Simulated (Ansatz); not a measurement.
The same ligand exchange along the group Mg, Zn, Cd.

Program: Ansatz. Geometries: PBE0-D4/def2-TZVP. ΔE: electronic, gas phase. CCSD(T)/CBS adds triple-zeta CCSD(T) − MP2 to the extrapolated MP2 energy (def2 sets, frozen cores). This one scheme is used for every species. Functionals use def2-TZVPP. Elements past krypton have def2 core potentials. For Cd, Mg, Zn outer-core shells are correlated without core-valence functions, which leaves a few kJ/mol of doubt a bond. Scalar relativity is left out up to krypton. Each species was taken in one conformer, which may not be the lowest.

| reaction | PBE0-D4 (kcal/mol) | HF/CBS(def2) (kcal/mol) | PBE-D4 (kcal/mol) | CCSD(T)/CBS(def2) (kcal/mol) |
| --- | --- | --- | --- | --- |
| `[SiH3][O][Mg][SH]` + silanol → `[SiH3][O][Mg][O][SiH3]` + H₂S | -3.0 | -6.0 | -2.8 | -6.5 |
| `[SiH3][O][Zn][SH]` + silanol → `[SiH3][O][Zn][O][SiH3]` + H₂S | 11.6 | 8.2 | 11.5 | 9.3 |
| `[SiH3][O][Cd][SH]` + silanol → `[SiH3][O][Cd][O][SiH3]` + H₂S | 18.3 | 16.6 | 17.3 | 16.8 |

Largest T1 diagnostic: 0.015, for `[SiH3][O][Zn][O][SiH3]`.
